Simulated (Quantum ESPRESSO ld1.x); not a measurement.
The numbers below are computed, except where a source is named.
Q: The aim is the iridium ion Ir3+ in [Xe] 4f14 5d6. What will ld1.x (Quantum ESPRESSO 7.5) do with this input?

```
 &input
    zed=77.0,
    iswitch=1,
    rel=0,
    lsd=1,
    dft='SLA-VWN',
    config='[Xe] 4f14 5d6',
    rmax=1000.0,
    prefix='ld1',
    max_out_wfc=37,
    file_charge='ld1.rho',
 /
```

A: Harmless. The energy moves by less than 1e-5 hartree against the default mesh (-16799.7270 hartree).

Output (excerpt):

```
     Program LD1 v.7.5 starts

     --------------------------- All-electron run ----------------------------

     atomic number is 77.00
     dft =SLA-VWN   lsd =1 sic =0 latt =0  beta=0.20 tr2=1.0E-14
     Exchange-correlation= SLA-VWN
                           (   1   2   0   0   0   0   0)
     mesh =2283 r(mesh) =1004.44917 a.u. xmin = -7.00 dx = 0.00800
     1 Ry =  13.60569312 eV

     n l     nl                  e(Ry)          e(Ha)          e(eV)
     1 0     1S 1( 1.00)     -5089.7979     -2544.8989    -69250.2279
     2 0     2S 1( 1.00)      -846.6015      -423.3007    -11518.6000
     2 1     2P 1( 3.00)      -813.3346      -406.6673    -11065.9808
     3 0     3S 1( 1.00)      -198.1194       -99.0597     -2695.5517
     3 1     3P 1( 3.00)      -182.4902       -91.2451     -2482.9063
     4 0     4S 1( 1.00)       -42.8648       -21.4324      -583.2050
     4 1     4P 1( 3.00)       -36.2099       -18.1050      -492.6609
     3 2     3D 1( 5.00)      -153.2463       -76.6232     -2085.0222
     5 0     5S 1( 1.00)        -8.1331        -4.0666      -110.6569
     5 1     5P 1( 3.00)        -6.0722        -3.0361       -82.6161
     4 2     4D 1( 5.00)       -23.9917       -11.9959      -326.4239
     4 3     4F 1( 7.00)        -7.7584        -3.8792      -105.5590
     5 2     5D 1( 5.00)        -2.8817        -1.4408       -39.2070
     1 0     1S 2( 1.00)     -5089.7972     -2544.8986    -69250.2192
     2 0     2S 2( 1.00)      -846.5794      -423.2897    -11518.2991
     2 1     2P 2( 3.00)      -813.3168      -406.6584    -11065.7387
     3 0     3S 2( 1.00)      -198.1080       -99.0540     -2695.3969
     3 1     3P 2( 3.00)      -182.4790       -91.2395     -2482.7527
     4 0     4S 2( 1.00)       -42.8437       -21.4219      -582.9188
     4 1     4P 2( 3.00)       -36.1876       -18.0938      -492.3568
     3 2     3D 2( 5.00)      -153.2305       -76.6152     -2084.8071
     5 0     5S 2( 1.00)        -7.9636        -3.9818      -108.3498
     5 1     5P 2( 3.00)        -5.8903        -2.9452       -80.1418
     4 2     4D 2( 5.00)       -23.9652       -11.9826      -326.0626
     4 3     4F 2( 7.00)        -7.7213        -3.8607      -105.0541
     5 2     5D 2( 1.00)        -2.6904        -1.3452       -36.6042

     final scf error:  4.3E-15 reached in  32 iterations

     Etot =  -33599.453911 Ry,  -16799.726955 Ha, -457143.859011 eV
     Total magnetization:    4.00 Bohr mag.

     Ekin =   33587.870320 Ry,   16793.935160 Ha,  456986.256229 eV
     Encl =  -79861.929287 Ry,  -39930.964643 Ha,-1086576.902087 eV
     Eh   =   13311.523063 Ry,    6655.761532 Ha,  181112.497796 eV
     Exc  =    -636.918007 Ry,    -318.459004 Ha,   -8665.710948 eV
```

Run on one thread of a shared host, so times are rough (Intel(R) Xeon(R) Processor @ 2.60GHz): 0.57 s of CPU time, 1.2 s wall, 32 iterations on 2283 mesh points.
